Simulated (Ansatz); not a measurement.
Cl₃H₂O₂Ta, SMILES `[OH][Ta]([OH])([Cl])([Cl])[Cl]` at its PBE0-D4/def2-TZVP geometry, where that method's forces vanish. The species carries charge 0 and has multiplicity 1. Ta takes the def2 core potential.

```csv
atom,x (Å),y (Å),z (Å)
O1,0.1802,-0.5203,-1.6386
Ta2,0.1618,0.3978,-0.0033
O3,-0.9390,-0.9245,0.7756
Cl4,-1.4597,2.0094,0.1851
Cl5,1.7230,1.9315,-0.8125
Cl6,1.6744,-0.0855,1.6999
H7,-0.2815,-1.3538,-1.7687
H8,-1.0592,-1.4546,1.5625
```

(1) For each bond, give half the difference of the two atoms' forces along it (eV/Å; positive pushes the atoms apart) under PBE-D4, r2SCAN-D4, B3LYP-D4, ωB97M-V in def2-TZVPP. (Best estimate.)

Answers

(1) The calculation gave: 
| bond | length (Å) | PBE-D4 | r2SCAN-D4 | B3LYP-D4 | ωB97M-V |
| --- | --- | --- | --- | --- | --- |
| O1–Ta2 | 1.876 | 0.31 | 0.18 | 0.20 | -0.06 |
| O1–H7 | 0.962 | 0.29 | -0.03 | -0.08 | -0.03 |
| Ta2–O3 | 1.889 | 0.21 | 0.14 | 0.19 | -0.06 |
| Ta2–Cl4 | 2.294 | 0.08 | 0.06 | 0.16 | 0.07 |
| Ta2–Cl5 | 2.333 | 0.04 | 0.08 | 0.17 | 0.13 |
| Ta2–Cl6 | 2.329 | 0.07 | 0.04 | 0.16 | 0.07 |
| O3–H8 | 0.956 | 0.24 | -0.05 | -0.12 | -0.03 |

B3LYP here is the variant with VWN-RPA as its local correlation; programs differ in this.

All numbers were calculated with Ansatz.
